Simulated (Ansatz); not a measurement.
Total energies of CuF2 from Ansatz at PBE-D4/def2-TZVP, gas phase (1 Eh = 27.2114 eV = 2625.5 kJ/mol). The reference geometry is relaxed at PBE-D4/def2-TZVP.

Cartesian coordinates in Å:
```
Cu 0.000 0.000 0.000
F 1.300 -0.974 -0.616
F -1.300 0.974 0.616
```

```csv
state,geometry,energy (Eh)
charge 0 doublet,reference,-1839.87843
charge 1 triplet,reference,-1839.43432
charge 1 triplet,relaxed at PBE-D4/def2-TZVP,-1839.43455
free Cu atom (doublet),–,-1640.24447
free F atom (doublet),–,-99.66912
```

(1) Work out the vertical ionisation energy to the triplet.

(2) How much does the charge 1 triplet relax, and what is the adiabatic ionisation energy?

(3) What is the binding energy per atom against free atoms?

(1) E(charge 1 triplet) − E(charge 0 doublet) = -1839.43432 − (-1839.87843) = 0.44411 Eh = 12.08 eV. For comparison, −ε of the highest occupied level of the spin that leaves is 7.70 eV at this level, 4.38 eV less.

(2) Relaxation: -1839.43432 − (-1839.43455) = 0.00023 Eh = 0.01 eV. Adiabatic ionisation energy: 0.44388 Eh = 12.08 eV, without zero-point energy. 

(3) Atoms: 1 × (-1640.24447) + 2 × (-99.66912) = -1839.58271 Eh. Binding: -1839.58271 − (-1839.87843) = 0.29572 Eh = 8.05 eV, or 2.68 eV for each of 3 atoms (no zero-point energy, no counterpoise term).

At PBE-D4/def2-TZVP the gap within one spin of the charge 0 doublet nearly closes, so an electron or hole may be smeared out by delocalisation error.
